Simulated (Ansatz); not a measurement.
Program: Ansatz. Geometries: PBE0-D4/def2-TZVP. ΔE: electronic, gas phase. CCSD(T)/CBS is the MP2 limit (def2-TZVPP, def2-QZVPP) plus CCSD(T) − MP2 in def2-TZVPP, frozen cores. This one scheme is used for every species. DFT in def2-TZVPP. Each species was taken in one conformer, which may not be the lowest.

Reaction (ligand exchange at a B–O bond): `COB(F)Cl` + HCl → `FB(Cl)Cl` + CH₃OH

```json
{"level": "LDA (SPW92)", "ΔE (kJ/mol)": "65.8", "difference from CCSD(T)/CBS": "2.8"}
{"level": "PBE-D4", "ΔE (kJ/mol)": "54.8", "difference from CCSD(T)/CBS": "-8.2"}
{"level": "revPBE-D4", "ΔE (kJ/mol)": "53.0", "difference from CCSD(T)/CBS": "-10.0"}
{"level": "BLYP-D4", "ΔE (kJ/mol)": "61.6", "difference from CCSD(T)/CBS": "-1.4"}
{"level": "PBE0-D4", "ΔE (kJ/mol)": "58.2", "difference from CCSD(T)/CBS": "-4.8"}
{"level": "r2SCANh-D4", "ΔE (kJ/mol)": "61.0", "difference from CCSD(T)/CBS": "-2.0"}
{"level": "r2SCAN0-D4", "ΔE (kJ/mol)": "62.2", "difference from CCSD(T)/CBS": "-0.8"}
{"level": "BHLYP-D4", "ΔE (kJ/mol)": "68.3", "difference from CCSD(T)/CBS": "5.3"}
{"level": "ωB97M-V", "ΔE (kJ/mol)": "62.1", "difference from CCSD(T)/CBS": "-0.9"}
{"level": "PBE0", "ΔE (kJ/mol)": "56.7", "difference from CCSD(T)/CBS": "-6.3"}
{"level": "CAM-B3LYP", "ΔE (kJ/mol)": "67.3", "difference from CCSD(T)/CBS": "4.3"}
{"level": "RPA@PBE/def2-TZVPP", "ΔE (kJ/mol)": "62.3", "difference from CCSD(T)/CBS": "-0.7"}
{"level": "MP2/def2-SVP", "ΔE (kJ/mol)": "66.3", "difference from CCSD(T)/CBS": "3.3"}
{"level": "CCSD/def2-SVP", "ΔE (kJ/mol)": "68.4", "difference from CCSD(T)/CBS": "5.4"}
{"level": "CCSD(T)/def2-SVP", "ΔE (kJ/mol)": "67.8", "difference from CCSD(T)/CBS": "4.8"}
{"level": "HF/def2-TZVPP", "ΔE (kJ/mol)": "69.6", "difference from CCSD(T)/CBS": "6.6"}
{"level": "CCSD(T)/CBS", "ΔE (kJ/mol)": "63.0", "difference from CCSD(T)/CBS": "0"}
```

Largest T1 diagnostic among the species: 0.012.

In def2-TZVPP, CCSD(T) changes the Hartree–Fock value by −5.6 kJ/mol (the triples alone add −1.5 kJ/mol) and MP2 by −9.1 kJ/mol. At CCSD(T), def2-SVP lies +4.8 kJ/mol from the extrapolated value and def2-TZVPP +1.0 kJ/mol.
